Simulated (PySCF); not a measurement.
C9H6FP.
Atom-mapped SMILES: `[F:1][c:2]1[cH:3][cH:4][p:5][c:6]2[cH:7][cH:8][cH:9][cH:10][c:11]12`

Geometry (GFN2-xTB, Å), atoms numbered from 1 in this order:
```xyz
17
C9H6FP angstrom
F      1.4848   -2.3515   -0.4564
C      1.3916   -1.0272   -0.1863
C      2.5605   -0.3372   -0.0222
C      2.5952    1.0268    0.2583
P      1.2337    2.0531    0.4402
C     -0.0878    0.8977    0.1788
C     -1.4012    1.4017    0.2569
C     -2.4888    0.5908    0.0736
C     -2.3072   -0.7712   -0.1985
C     -1.0467   -1.2943   -0.2831
C      0.0912   -0.4804   -0.0981
H      3.4881   -0.8847   -0.1164
H      3.5669    1.4894    0.3731
H     -1.5304    2.4545    0.4673
H     -3.4884    0.9948    0.1378
H     -3.1683   -1.4071   -0.3415
H     -0.9002   -2.3432   -0.4933
```

NICS = −σ at a ghost point: NICS(0) at the centroid of the ring atoms, NICS(1) 1 Å to either side along the normal of their mean plane, zz for the tensor component along that normal. Level: GIAO PBE0/pcSseg-1 (PySCF, non-relativistic, gas phase) on the GFN2-xTB geometry, one conformer.

Rings: 1. C2–C3–C4–P5–C6–C11; 2. C6–C7–C8–C9–C10–C11.

```csv
set,NICS(0),"NICS(1), two faces","NICS(1)zz, two faces"
P,-8.7,-10.5 / -10.5,-24.9 / -24.9
Q,-9.1,-12.1 / -12.1,-30.0 / -30.0
```

Which set (ppm) belongs to which ring?

P = 1, Q = 2.
- 1 (6-membered ring with P; formal bonds all aromatic): mean NICS(1)zz -24.9 ppm, shielded.
- 2 (6-membered carbocycle; formal bonds all aromatic): mean NICS(1)zz -30.0 ppm, shielded. The ring is flat and has no four-coordinate atom; by the NICS criterion it is aromatic, though in fused rings the probe also feels the neighbouring ring.

How do the rings differ in shape?

```tsv
ring	bond lengths (Å)	rms pucker (Å)	HOMA	nearest outside atom to a NICS(1) probe (Å)
1	1.367, 1.393, 1.715, 1.775, 1.417, 1.413	0.00	0.79	hydrogen 2.72
2	1.409, 1.369, 1.401, 1.367, 1.411, 1.417	0.00	0.88	hydrogen 2.66
```

HOMA = 1 − mean of α(R − Ropt)² over the ring bonds, with Krygowski's 1993 parameters (CC: Ropt 1.388 Å, α 257.7 Å⁻²; CP: Ropt 1.698 Å, α 118.91 Å⁻²).
